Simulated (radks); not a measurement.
Task: Radial electron density D(r) = 4 pi r^2 rho(r) of an atom or ion with 32 electrons. Method: scalar-relativistic Kohn-Sham, PBE, spin-polarised, spherical densities, finite nucleus; Fermi nuclear charge, rms radius of each element as measured or else 0.836 A^(1/3) + 0.57 fm; computed with a radial shooting solver on a logarithmic mesh with Libxc functionals.

```
   r/bohr * D(r) (the largest magnitude, 51, reaches the edge; | marks zero)
 0.004555 |      *
 0.006075 |          *
 0.008103 |                *
  0.01081 |                       *
  0.01441 |                               *
  0.01923 |                                        *
  0.02564 |                                             *
   0.0342 |                                             *
  0.04562 |                                         *
  0.06084 |                                     *
  0.08115 |                                         *
   0.1082 |                                                   *
   0.1455 |                                                      *
   0.1941 |                                           *
   0.2589 |                              *
   0.3452 |                                *
   0.4605 |                                     *
   0.6142 |                            *
   0.8191 |             *
    1.093 |     *
    1.457 |   *
    1.944 | *
    2.592 |*
    3.457 *
    4.611 *
     6.15 *
    8.203 *
```

What is the nuclear charge?

Result: Z = 35. The innermost maximum, from 1s, lies near gamma/Z bohr with gamma = sqrt(1 - (Z/c)^2) = 0.967, here 0.0276 bohr (found: 0.0299), and its height grows with Z. The density is that of the bromine ion Br3+ in [Ar] 3d10 4s2 4p1.75 5p0.25; the configuration itself is not fixed sharply by these data, and Z only to about a unit. D(r) has 3 maxima, at r = 0.0299, 0.134, 0.450 bohr, and minima at 0.0623, 0.285 bohr, inside which lie 2.07, 11.00 electrons.
